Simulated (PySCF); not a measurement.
Molfile (atoms numbered from 1):
```
C7H5FO2
     RDKit          3D

 15 15  0  0  0  0  0  0  0  0999 V2000
    3.2136    1.1607    0.1637 O   0  0  0  0  0  0  0  0  0  0  0  0
    2.5664    0.2430   -0.2151 C   0  0  0  0  0  0  0  0  0  0  0  0
    3.1736   -0.7983   -0.8266 F   0  0  0  0  0  0  0  0  0  0  0  0
    1.1179    0.0593   -0.1149 C   0  0  0  0  0  0  0  0  0  0  0  0
    0.4701   -1.0753   -0.6039 C   0  0  0  0  0  0  0  0  0  0  0  0
   -0.8977   -1.2031   -0.4897 C   0  0  0  0  0  0  0  0  0  0  0  0
   -1.6370   -0.1914    0.1182 C   0  0  0  0  0  0  0  0  0  0  0  0
   -2.9699   -0.3629    0.2046 O   0  0  0  0  0  0  0  0  0  0  0  0
   -0.9977    0.9455    0.6108 C   0  0  0  0  0  0  0  0  0  0  0  0
    0.3702    1.0659    0.4929 C   0  0  0  0  0  0  0  0  0  0  0  0
    1.0475   -1.8593   -1.0758 H   0  0  0  0  0  0  0  0  0  0  0  0
   -1.4152   -2.0772   -0.8642 H   0  0  0  0  0  0  0  0  0  0  0  0
   -3.3687    0.3978    0.6377 H   0  0  0  0  0  0  0  0  0  0  0  0
   -1.5775    1.7315    1.0846 H   0  0  0  0  0  0  0  0  0  0  0  0
    0.8834    1.9423    0.8694 H   0  0  0  0  0  0  0  0  0  0  0  0
  1  2  2  0
  2  3  1  0
  2  4  1  0
  4  5  1  0
  5  6  2  0
  6  7  1  0
  7  8  1  0
  7  9  2  0
  9 10  1  0
 10  4  2  0
  5 11  1  0
  6 12  1  0
  8 13  1  0
  9 14  1  0
 10 15  1  0
M  END
```

[PySCF: NMR shieldings at B97-2/pcSseg-2/GIAO; geometry: PBE0-D3(BJ)/def2-TZVP; a single conformation; in vacuum; one averaged value for each set of equivalent atoms; non-relativistic]

Predict the 2D correlation tables (HSQC, COSY, HMBC).

Answers



HSQC (one-bond C–H):
| δH | δC |
| --- | --- |
| 8.37 (H11/H15) | 142.8 (C5/C10) |
| 6.98 (H12/H14) | 119.8 (C6/C9) |

COSY cross peaks (H two or three bonds apart, from the bond graph; peaks can be absent where the dihedral angle is near 90°):
| δH | δH |
| --- | --- |
| 8.37 (H11/H15) | 6.98 (H12/H14) |

HMBC (two and three bonds, from the bond graph):
| δH | δC |
| --- | --- |
| 8.37 (H11/H15) | 170.2 (C7), 165.6 (C2), 142.8 (C5/C10), 123.8 (C4), 119.8 (C6/C9) |
| 6.98 (H12/H14) | 170.2 (C7), 142.8 (C5/C10), 123.8 (C4), 119.8 (C6/C9) |

Scale: $^{1}$H (σ = 31.64 ppm) and $^{13}$C (σ = 185.38 ppm) vs TMS (reference shieldings calculated alike).

OH/NH shifts are gas-phase values; hydrogen bonding in solution moves them, usually downfield. Shifts are as computed. Against solution values, carbons near 30 ppm lie about +3 ppm off and those near 130 ppm about +7 ppm. Of 1309 compounds with measured shifts, 239 miss one by over three times the rms of a fit or turn the order of signals round; such compounds aren't used in these exercises.
